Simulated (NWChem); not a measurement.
Everything below was run with NWChem. System: H2B (+1), charge 1, spin multiplicity 1, at a geometry optimised with B3LYP/def2-SVP. The structure started from a generated list of species. Level: B3LYP/aug-cc-pVDZ, VWN1-RPA local correlation.

The NWChem input:

```
start mol
memory heap 200 mb stack 900 mb global 1100 mb
charge 1
geometry units angstroms nocenter noautoz
  B      0.000000     0.000000     0.000000
  H      0.000000     0.000000    -1.192705
  H      0.000000     0.000000     1.192705
  symmetry group D2h
end
basis spherical
  * library aug-cc-pvdz
end
dft
  xc b3lyp
  semidirect memsize 60000000 filesize 0
  iterations 100
end
property
  dipole
  response 1 0.0773
end
task dft property
```

NWChem printed:

```
             Northwest Computational Chemistry Package (NWChem) 7.3.0
             --------------------------------------------------------

                                NWChem Input Module
                                -------------------

 Scaling coordinates for geometry "geometry" by  1.889725989
 (inverse scale =  0.529177249)

 Turning off AUTOSYM since
 SYMMETRY directive was detected!

                             Geometry "geometry" -> ""
                             -------------------------

 Output coordinates in angstroms (scale by  1.889725989 to convert to a.u.)

  No.       Tag          Charge          X              Y              Z
 ---- ---------------- ---------- -------------- -------------- --------------
    1 B                    5.0000     0.00000000     0.00000000     0.00000000
    2 H                    1.0000     0.00000000     0.00000000    -1.19270500
    3 H                    1.0000     0.00000000     0.00000000     1.19270500

 Effective nuclear repulsion energy (a.u.)       4.6586214651

            Nuclear Dipole moment (a.u.)
            ----------------------------
        X                 Y               Z
 ---------------- ---------------- ----------------
     0.0000000000     0.0000000000     0.0000000000

      Symmetry information
      --------------------

 Group name             D2h
 Group number             26
 Group order               8
 No. of unique centers     2

      Symmetry unique atoms

     1    2


 Summary of "ao basis" -> "" (spherical)
 ------------------------------------------------------------------------------
       Tag                 Description            Shells   Functions and Types
 ---------------- ------------------------------  ------  ---------------------
 *                        aug-cc-pvdz                 on all atoms

                              NWChem Property Module
                              ----------------------

                                 NWChem DFT Module
                                 -----------------

 Summary of "ao basis" -> "ao basis" (spherical)
 ------------------------------------------------------------------------------
       Tag                 Description            Shells   Functions and Types
 ---------------- ------------------------------  ------  ---------------------
 B                        aug-cc-pvdz                9       23   4s3p2d
 H                        aug-cc-pvdz                5        9   3s2p

 Summary of "ao basis" -> "ao basis" (spherical)
 ------------------------------------------------------------------------------
       Tag                 Description            Shells   Functions and Types
 ---------------- ------------------------------  ------  ---------------------
 B                        aug-cc-pvdz                9       23   4s3p2d
 H                        aug-cc-pvdz                5        9   3s2p

            General Information
            -------------------
          SCF calculation type: DFT
          Wavefunction type:  closed shell.
          No. of atoms     :     3
          No. of electrons :     6
           Alpha electrons :     3
            Beta electrons :     3
          Charge           :     1
          Spin multiplicity:     1
          Use of symmetry is: off; symmetry adaption is: off
          Maximum number of iterations: 100
          AO basis - number of functions:    41
                     number of shells:    19
          Convergence on energy requested:  1.00D-06
          Convergence on density requested:  1.00D-05
          Convergence on gradient requested:  5.00D-04

              XC Information
              --------------
                         B3LYP Method XC Potential
                     Hartree-Fock (Exact) Exchange  0.200
                        Slater Exchange Functional  0.800 local
                    Becke 1988 Exchange Functional  0.720 non-local
              Lee-Yang-Parr Correlation Functional  0.810
                  VWN I RPA Correlation Functional  0.190 local

             Grid Information
             ----------------
          Grid used for XC integration:  medium
          Radial quadrature: Mura-Knowles
          Angular quadrature: Lebedev.
          Tag              B.-S. Rad. Rad. Pts. Rad. Cut. Ang. Pts.
          ---              ---------- --------- --------- ---------
          B                   0.85       49          12.0       434
          H                   0.35       45          13.0       434
          Grid pruning is: on
          Number of quadrature shells:   139
          Spatial weights used:  Erf1

          Convergence Information
          -----------------------
          Convergence aids based upon iterative change in
          total energy or number of iterations.
          Levelshifting, if invoked, occurs when the
          HOMO/LUMO gap drops below (HL_TOL):  1.00D-02
          DIIS, if invoked, will attempt to extrapolate
          using up to (NFOCK): 10 stored Fock matrices.

                    Damping( 0%)  Levelshifting(0.5)       DIIS
                  --------------- ------------------- ---------------
          dE  on:    start            ASAP                start
          dE off:    2 iters        100 iters           100 iters

      Screening Tolerance Information
      -------------------------------
          Density screening/tol_rho:  1.00D-10
          AO Gaussian exp screening on grid/accAOfunc:  14
          CD Gaussian exp screening on grid/accCDfunc:  20
          XC Gaussian exp screening on grid/accXCfunc:  20
          Schwarz screening/accCoul:  1.00D-08

      Superposition of Atomic Density Guess
      -------------------------------------

 Sum of atomic energies:         -25.53180201

 Renormalizing density from       7.00 to      6

      Non-variational initial energy
      ------------------------------

 Total energy =     -22.752227
 1-e energy   =     -36.257960
 2-e energy   =       8.847112
 HOMO         =      -0.850271
 LUMO         =      -0.453849

------------------------------------------------------------
EAF file 0: "./mol.aoints.0" size=524288 bytes
------------------------------------------------------------
               write      read    awrite     aread      wait
               -----      ----    ------     -----      ----
     calls:        1         0         0         0         0
   data(b): 5.24e+05  0.00e+00  0.00e+00  0.00e+00
   time(s): 0.00e+00  0.00e+00  0.00e+00  0.00e+00  0.00e+00
rate(mb/s): 0.00e+00  0.00e+00
------------------------------------------------------------

   convergence    iter        energy       DeltaE   RMS-Dens  Diis-err    time
 ---------------- ----- ----------------- --------- --------- ---------  ------
 d= 0,ls=0.0,diis     1    -25.6212178262 -3.03D+01  1.47D-01  1.02D-01     0.2
 d= 0,ls=0.0,diis     2    -25.6303779194 -9.16D-03  3.74D-03  2.37D-03     0.2
 d= 0,ls=0.0,diis     3    -25.6307817714 -4.04D-04  1.03D-03  1.85D-04     0.2
 d= 0,ls=0.0,diis     4    -25.6308170171 -3.52D-05  9.81D-05  3.40D-07     0.3
 d= 0,ls=0.0,diis     5    -25.6308170941 -7.70D-08  3.95D-06  1.96D-09     0.3

         Total DFT energy =      -25.630817094103
      One electron energy =      -40.358355912060
           Coulomb energy =       14.502571637840
    Exchange-Corr. energy =       -4.433654284953
 Nuclear repulsion energy =        4.658621465070

 Numeric. integr. density =        5.999997839837

     Total iterative time =      0.3s

                       DFT Final Molecular Orbital Analysis
                       ------------------------------------

 Vector    1  Occ=2.000000D+00  E=-7.236276D+00
              MO Center= -5.8D-15,  6.8D-15, -7.9D-11, r^2= 4.1D-02
   Bfn.  Coefficient  Atom+Function         Bfn.  Coefficient  Atom+Function
  ----- ------------  ---------------      ----- ------------  ---------------
     1      1.008678  1 B  s

 Vector    2  Occ=2.000000D+00  E=-8.377016D-01
              MO Center=  3.1D-11, -3.3D-11, -7.2D-08, r^2= 1.3D+00
   Bfn.  Coefficient  Atom+Function         Bfn.  Coefficient  Atom+Function
  ----- ------------  ---------------      ----- ------------  ---------------
     3      0.598429  1 B  s                  2      0.450320  1 B  s
    24      0.257381  2 H  s                 33      0.257381  3 H  s
    25     -0.169180  2 H  s                 34     -0.169180  3 H  s
    21      0.088214  1 B  d  0               4      0.077298  1 B  s
    26     -0.033737  2 H  s                 35     -0.033737  3 H  s

 Vector    3  Occ=2.000000D+00  E=-7.425646D-01
              MO Center= -2.3D-11,  2.5D-11,  7.0D-08, r^2= 1.4D+00
   Bfn.  Coefficient  Atom+Function         Bfn.  Coefficient  Atom+Function
  ----- ------------  ---------------      ----- ------------  ---------------
     7      0.525168  1 B  pz                10      0.423753  1 B  pz
    24     -0.331782  2 H  s                 33      0.331783  3 H  s
    25      0.248270  2 H  s                 34     -0.248270  3 H  s
    26      0.214814  2 H  s                 35     -0.214814  3 H  s
    13      0.118901  1 B  pz                32      0.085848  2 H  pz

 Vector    4  Occ=0.000000D+00  E=-4.102073D-01
              MO Center=  3.1D-12, -3.3D-12, -4.5D-09, r^2= 1.5D+00
   Bfn.  Coefficient  Atom+Function         Bfn.  Coefficient  Atom+Function
  ----- ------------  ---------------      ----- ------------  ---------------
     5      0.511982  1 B  px                 6      0.485384  1 B  py
     8      0.252819  1 B  px                 9      0.239685  1 B  py
    30      0.028482  2 H  px                39      0.028482  3 H  px
    31      0.027003  2 H  py                40      0.027003  3 H  py

 Vector    5  Occ=0.000000D+00  E=-4.102073D-01
              MO Center=  1.6D-12, -1.5D-12, -4.5D-09, r^2= 1.5D+00
   Bfn.  Coefficient  Atom+Function         Bfn.  Coefficient  Atom+Function
  ----- ------------  ---------------      ----- ------------  ---------------
     6     -0.511982  1 B  py                 5      0.485384  1 B  px
     9     -0.252819  1 B  py                 8      0.239685  1 B  px
    31     -0.028482  2 H  py                40     -0.028482  3 H  py
    30      0.027003  2 H  px                39      0.027003  3 H  px

 Vector    6  Occ=0.000000D+00  E=-2.153989D-01
              MO Center= -1.9D-11,  2.1D-11,  1.1D-07, r^2= 3.5D+00
   Bfn.  Coefficient  Atom+Function         Bfn.  Coefficient  Atom+Function
  ----- ------------  ---------------      ----- ------------  ---------------
     3      1.042450  1 B  s                  4      0.888977  1 B  s
    25     -0.684033  2 H  s                 34     -0.684033  3 H  s
    26     -0.509087  2 H  s                 35     -0.509087  3 H  s
     2      0.347796  1 B  s                 24     -0.313341  2 H  s
    33     -0.313341  3 H  s                 16     -0.108766  1 B  d  0

 center of mass
 --------------
 x =   0.00000000 y =   0.00000000 z =   0.00000000

 moments of inertia (a.u.)
 ------------------
          10.239502920352           0.000000000000           0.000000000000
           0.000000000000          10.239502920352           0.000000000000
           0.000000000000           0.000000000000           0.000000000000

     Multipole analysis of the density
     ---------------------------------

     L   x y z        total         alpha         beta         nuclear
     -   - - -        -----         -----         ----         -------
     0   0 0 0      1.000000     -3.000000     -3.000000      7.000000

     1   1 0 0     -0.000000     -0.000000     -0.000000      0.000000
     1   0 1 0      0.000000      0.000000      0.000000      0.000000
     1   0 0 1      0.000000      0.000000      0.000000      0.000000

     2   2 0 0     -3.360380     -1.680190     -1.680190      0.000000
     2   1 1 0     -0.000000     -0.000000     -0.000000      0.000000
     2   1 0 1      0.000000      0.000000      0.000000      0.000000
     2   0 2 0     -3.360380     -1.680190     -1.680190      0.000000
     2   0 1 1     -0.000000     -0.000000     -0.000000      0.000000
     2   0 0 2     -2.434509     -6.297255     -6.297255     10.160001

 *** CALLING NEW AORESP DRIVER FOR CLOSED AND OPEN SHELLS ***
 Entering AOResponse driver routine

--------------------------------------------------------------------------------

          ****************
          *** RESPONSE ***
          ****************

 Response module for NWChem and dynamic CPKS solver

          -----------------------------------------------
          Solving response equations for perturbing field
          -----------------------------------------------

 number of frequencies:     1
 frequency in a.u.:  0.7730000E-01
 Perturbing field: electric
 Using El. Dipole Length Gauge

 Setting up CPKS with frequency omega =      0.07730000 a.u.

                            NWChem Dynamic CPHF Module
                            --------------------------

    scftype = RHF
    nclosed =    3
      nopen =    0
  variables =      228
  num. vecs =        3
  tolerance =   1.0D-04
  max. iter =   50

  int2e_file: Failed to allocate cache ... halving
 SCF residual:    1.5402180489867933E-006

Iterative solution of linear equations
  No. of variables      228
  No. of equations        3
  Maximum subspace       30
       Convergence  1.0D-04

 ga_lkain filestub:cphf_sol
 ga_lkain filesoln:./mol.cphf_sol

   iter   nsub   residual    time
   ----  ------  --------  ---------
     1      3    9.30D-01       0.9
     2      6    1.50D-01       1.3
     3      9    4.12D-03       1.8
     4     12    3.46D-04       2.2
     5     15    1.17D-05       2.7

 Electric Dipole Response Matrix (nonzero elements):

              1        2        3
    1    9.3178   0.0000   0.0000
    2    0.0000   9.3178  -0.0000
    3    0.0000  -0.0000  11.3876

 ------------------------------------------
 average:        10.00775 + I       0.00000

 DFT Linear Response polarizability / au
 Frequency  =       0.0773000 / au
 Wavelength =     589.4353558 / nm
              X              Y              Z
 -----------------------------------------------
 X       9.3178330      0.0000000      0.0000000
 Y       0.0000000      9.3178330     -0.0000000
 Z       0.0000000     -0.0000000     11.3875891
 -----------------------------------------------
 Eigenvalues =       9.3178330      9.3178330     11.3875891
 Isotropic   =      10.0077517
 Anisotropic =       2.0697560
 -----------------------------------------------

 Magnetic Dipole Response Matrix (nonzero elements):
 Optical rotation tensor Beta

              1        2        3
    1   -0.0000  -0.0000   0.0000
    2    0.0000   0.0000   0.0000
    3   -0.0000  -0.0000   0.0000

 ------------------------------------------
 average:        -0.00000 + I       0.00000

 Exiting AOResponse driver routine

          -------------
          Dipole Moment
          -------------

 Center of charge (in au) is the expansion point
         X =       0.0000000 Y =       0.0000000 Z =       0.0000000

   Dipole moment        0.0000000068 A.U.
             DMX       -0.0000000000 DMXEFC        0.0000000000
             DMY        0.0000000000 DMYEFC        0.0000000000
             DMZ        0.0000000068 DMZEFC        0.0000000000
   -EFC- dipole         0.0000000000 A.U.
   Total dipole         0.0000000068 A.U.

   Dipole moment        0.0000000172 Debye(s)
             DMX       -0.0000000001 DMXEFC        0.0000000000
             DMY        0.0000000001 DMYEFC        0.0000000000
             DMZ        0.0000000172 DMZEFC        0.0000000000
   -EFC- dipole         0.0000000000 DEBYE(S)
   Total dipole         0.0000000172 DEBYE(S)

 1 a.u. = 2.541766 Debyes

 Task  times  cpu:        2.7s     wall:        2.7s

 Total times  cpu:        2.7s     wall:        2.7s
```
